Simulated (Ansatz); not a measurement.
C$_{2}$H$_{7}$AlFN, SMILES `[CH3][Al]([F])[CH2]N` at its PBE0-D4/def2-TZVP geometry, where that method's forces vanish. Total charge 0; spin multiplicity 1.

```xyz
12

C     1.8638   -0.4471   -1.2974
Al    0.2176   -0.5658   -0.2693
F    -0.4977   -2.0614   -0.1644
C    -0.7349    0.8741    0.6845
N    -1.9835    0.5340    1.3893
H     2.2736    0.5657   -1.3215
H     2.6300   -1.1099   -0.8828
H     1.7004   -0.7683   -2.3311
H    -0.9497    1.6924   -0.0154
H    -0.0525    1.3437    1.4054
H    -2.6545    0.1442    0.7384
H    -1.8126   -0.2017    2.0642
```

Q: What forces (eV/Å) does B3LYP-D4/def2-TZVPP give on these atoms in Ansatz? (Best estimate.)

A: The calculation gave: 
```
C1   0.075  0.007 -0.047
Al2  0.034  0.070 -0.005
F3  -0.056 -0.119  0.008
C4   0.253  0.193 -0.111
N5  -0.208 -0.097  0.107
H6  -0.009 -0.049 -0.006
H7  -0.024  0.032 -0.024
H8   0.017  0.017  0.040
H9   0.011 -0.039  0.031
H10 -0.030 -0.023 -0.035
H11 -0.031  0.003  0.021
H12 -0.031  0.004  0.020
```

B3LYP here is the variant with VWN-RPA as its local correlation; programs differ in this.
